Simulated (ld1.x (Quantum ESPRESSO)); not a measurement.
## Configuration tests for neon (TM)

```
Element                 : neon
Generator               : ld1.x (Quantum ESPRESSO) 7.5
Type                    : norm-conserving Troullier–Martins (Kleinman–Bylander form)
Functional              : PBE
Relativity              : scalar-relativistic
Frozen core             : [He]
Valence charge          : 8
Reference configuration : 2s2 2p5.5 (charge +0.5)
Partial waves           : 2s (bound): rc 0.55 bohr; 2p (bound): rc 1.10 bohr; 3d channel at 0.25 Ry: rc 1.05 bohr
Local potential         : all-electron potential smoothed inside 0.65 bohr (lloc = -1)
Core correction         : Bessel-smoothed model core inside 0.50 bohr
```

Energies are relative to the spin-unpolarised reference configuration 2s2 2p5.5; without spin polarisation the order of configurations can differ from experiment.

```tsv
valence configuration	charge	ΔE all-electron (eV)	error AE − PS (meV)
2s2 2p6	0	-8.868	+1.5
2s2 2p5	+1	13.608	+1.2
2s2 2p4	+2	56.876	+49
2s1 2p6	+1	37.015	-2.4
2s2 2p2	+4	218.935	+964
```

Task: What are ΔE and the potential's error for 2s2 2p3?

Result: ΔE = 124.306 eV all-electron; the error (AE − PS) is +283 meV.
